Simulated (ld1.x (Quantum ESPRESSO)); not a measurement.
**An all-electron radial function and its pseudo partner (Hg)**

Columns: radius, all-electron u(r) and pseudo u(r) of the 6p shell (level -1.32 eV) of mercury in the configuration [Xe] 4f14 5d10 6s2 6p0; BLYP, non-relativistic, TM scheme, ld1.x (Quantum ESPRESSO) 7.5.

```tsv
r (bohr)	all-electron	pseudo
0.188	-0.0405	0.0032
0.375	0.1082	0.0126
0.562	-0.0442	0.0282
0.750	-0.1672	0.0500
0.938	-0.1745	0.0775
1.125	-0.1074	0.1101
1.312	-0.0109	0.1476
1.500	0.0891	0.1891
1.688	0.1799	0.2334
1.875	0.2569	0.2786
2.062	0.3201	0.3231
2.250	0.3707	0.3651
2.438	0.4100	0.4024
2.625	0.4394	0.4332
2.812	0.4606	0.4568
3.000	0.4750	0.4733
3.188	0.4837	0.4832
3.375	0.4876	0.4875
3.562	0.4875	0.4875
3.750	0.4842	0.4842
3.938	0.4782	0.4782
4.125	0.4701	0.4701
4.312	0.4603	0.4603
4.500	0.4490	0.4490
4.688	0.4366	0.4366
4.875	0.4235	0.4235
```

Question: How many radial nodes do the two functions have?

Answer: The all-electron 6p function has n − l − 1 = 4 (the table is too coarse to show those close to the nucleus); the pseudo-wave has 0, since the states of the same l below it are removed with the core.

Question: At about which radius was the pseudo-wave matched?

Answer: 3.75 bohr. The columns agree to 0.0005 from 3.38 bohr on; several derivatives are matched, so the curves merge somewhat inside the radius.

Question: Is the pseudo-wave norm-conserving?

Answer: Yes: the TM scheme keeps the norm inside the radius equal to the all-electron one, which fixes the energy derivative of the logarithmic derivative at the level.
